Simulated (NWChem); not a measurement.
System: CH₄OSi, singlet; SMILES O(C)[SiH]

The following NWChem deck was run.

```
start job
memory heap 200 mb stack 900 mb global 1100 mb
geometry units angstroms noautoz
  Si     0.004520     1.237511     0.000000
  H     -1.523319     0.927822     0.000000
  O      0.524170    -0.340099     0.000000
  C     -0.181358    -1.551092     0.000000
  H      0.091597    -2.139776    -0.890777
  H      0.091597    -2.139776     0.890777
  H     -1.274108    -1.385528     0.000000
end
basis spherical
  * library def2-svp
end
dft
  xc rpbe cpbe96
  iterations 150
  mulliken
end
task dft energy
```

Low-valent species are run as closed-shell singlets; no triplet was tried in these runs. Structure relaxed at the PBE0/def2-SVP level.

**Question.** Predict the main results of this run. (RPBE/def2-SVP.) Quantities: energy (Ha); highest occupied level (eV); orbital gap (eV); dipole (D).

**Answer.** 
```json
{
 "energy (Ha)": "-404.99",
 "highest occupied level (eV)": "-5.38",
 "orbital gap (eV)": "2.70",
 "dipole (D)": "1.73"
}
```
